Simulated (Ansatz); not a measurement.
Si19H28⁻, a nanocrystal cut from cubic silicon. The state is a doublet with charge -1. Geometry PBE-D4/def2-SVP, that of the neutral singlet; atoms count from 1.

```xyz
47

Si   -2.4168    2.1106   -2.4659
Si    0.0912   -0.2106   -4.0401
Si   -1.8587    3.4078    1.1440
Si    0.6156    0.9669   -0.4427
Si    1.1926    2.3473    3.0731
Si   -1.6190   -0.2711    2.4130
Si    3.7775   -0.0422    1.4506
Si   -2.1740   -1.5578   -1.1680
Si    0.9452   -2.6418    0.8026
Si    3.2358   -1.3000   -2.0530
Si   -3.4467    3.0164   -0.5510
Si   -0.9944    0.2900   -2.0113
Si    1.7925   -1.8272   -3.8382
Si   -3.2295   -1.0482    0.8772
Si   -0.4411    1.5749    1.5635
Si    2.1188   -0.7914   -0.0434
Si    2.9240    0.8022    3.4772
Si   -0.1896   -2.1056    2.7978
Si   -0.7303   -3.3594   -0.6922
H    -3.4615    1.7046   -3.4757
H    -1.5681    3.1937   -3.0873
H     0.7275    1.0676   -4.5311
H    -0.9222   -0.6478   -5.0684
H    -0.9829    4.5539    0.6977
H    -2.5500    3.8228    2.4190
H     1.3732    2.1568   -0.9876
H     1.8115    3.5828    2.4647
H     0.5400    2.7486    4.3726
H    -2.2959    0.1281    3.7042
H     4.5217    1.0775    0.7634
H     4.7611   -1.1531    1.7227
H    -3.2083   -1.9870   -2.1833
H     1.9196   -3.7691    1.0566
H     4.0243   -0.0738   -2.4458
H     4.2139   -2.4256   -1.8245
H    -4.1056    4.3248   -0.9192
H    -4.5174    2.0851   -0.0508
H     2.5896   -1.8652   -5.1208
H     1.1886   -3.1893   -3.6291
H    -4.3392   -0.0469    0.6894
H    -3.8331   -2.3199    1.4276
H     2.4195   -0.3262    4.3351
H     4.0361    1.4949    4.2288
H     0.7741   -1.8265    3.9215
H    -1.0390   -3.2920    3.1919
H    -0.1356   -3.9356   -1.9507
H    -1.5354   -4.4441   -0.0142
```

Single mean-field runs in def2-TZVP are fitted with def2-universal-jkfit. The highest occupied level of the charge -1 doublet lies above zero (up to 0.42 eV). By energy differences its removal costs 0.60 eV (vertical, to the charge 0 singlet, at PBE0-D4/def2-TZVP); self-interaction error and the lack of diffuse functions both raise the level.

Estimate the Mulliken populations of the heavy atoms from the PBE0/def2-TZVP orbitals of Ansatz.


```
atom  charge (e)  spin (α − β)
 Si1       -0.02          0.02
 Si2       -0.02          0.02
 Si3       -0.02          0.02
 Si4       -0.05          0.17
 Si5       -0.02          0.02
 Si6        0.00          0.09
 Si7       -0.02          0.02
 Si8        0.00          0.09
 Si9        0.00          0.09
Si10       -0.02          0.02
Si11       -0.01          0.02
Si12        0.03          0.06
Si13       -0.01          0.02
Si14       -0.02          0.00
Si15        0.03          0.06
Si16        0.02          0.06
Si17       -0.01          0.02
Si18       -0.02          0.00
Si19       -0.02          0.00
```
Mulliken values and Mayer orders depend strongly on the basis.

Where does the spin sit?

Summed by element: Si 0.78, H 0.22, of 1 unpaired in all. Largest on single atoms: Si4 0.17, Si9 0.09, Si8 0.09.

And the Mayer bond orders between bonded heavy atoms (over 0.3)?

Si1–Si11 0.94 (2.36 Å); Si1–Si12 0.94 (2.35 Å); Si2–Si12 0.94 (2.35 Å); Si2–Si13 0.94 (2.36 Å); Si3–Si11 0.94 (2.36 Å); Si3–Si15 0.94 (2.35 Å); Si4–Si12 0.89 (2.35 Å); Si4–Si15 0.89 (2.35 Å); Si4–Si16 0.89 (2.35 Å); Si5–Si15 0.94 (2.35 Å); Si5–Si17 0.94 (2.36 Å); Si6–Si14 0.95 (2.36 Å); Si6–Si15 0.92 (2.35 Å); Si6–Si18 0.95 (2.36 Å); Si7–Si16 0.94 (2.35 Å); Si7–Si17 0.94 (2.36 Å); Si8–Si12 0.92 (2.35 Å); Si8–Si14 0.95 (2.36 Å); Si8–Si19 0.95 (2.36 Å); Si9–Si16 0.92 (2.35 Å); Si9–Si18 0.95 (2.36 Å); Si9–Si19 0.95 (2.36 Å); Si10–Si13 0.94 (2.36 Å); Si10–Si16 0.94 (2.35 Å).
